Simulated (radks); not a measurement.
The copper ion Cu3+, 26 electrons, occupied as [Ar] 3d8. Method: scalar-relativistic Kohn-Sham, PBE, spin-polarised, spherical densities, finite nucleus; open shells are filled with parallel spins first; Fermi nuclear charge, rms radius 3.8823 fm; computed with a radial shooting solver on a logarithmic mesh with Libxc functionals.

Unscreened Slater integrals over Kohn-Sham orbitals (cm^-1). They are taken over the spin-up orbitals.

integral    value
F0(3d,3d)  238610
F2(3d,3d)  110950
F4(3d,3d)   69129
F0(3d,3p)  252380
F2(3d,3p)  119610
G1(3d,3p)  147510
G3(3d,3p)   89796
F0(3d,3s)  257090
G2(3d,3s)  112200
F0(3p,3p)  269720
F2(3p,3p)  134870
F0(3p,3s)  274890
G1(3p,3s)  181980
F0(3s,3s)  280540

Derived for the open shells (J is the average intra-shell exchange parameter used in DFT+U). 3d: Racah B = F2/49 - 5 F4/441 = 1481 cm^-1, C = 35 F4/441 = 5486 cm^-1, C/B = 3.71, F4/F2 = 0.623, J = (F2 + F4)/14 = 12860 cm^-1.
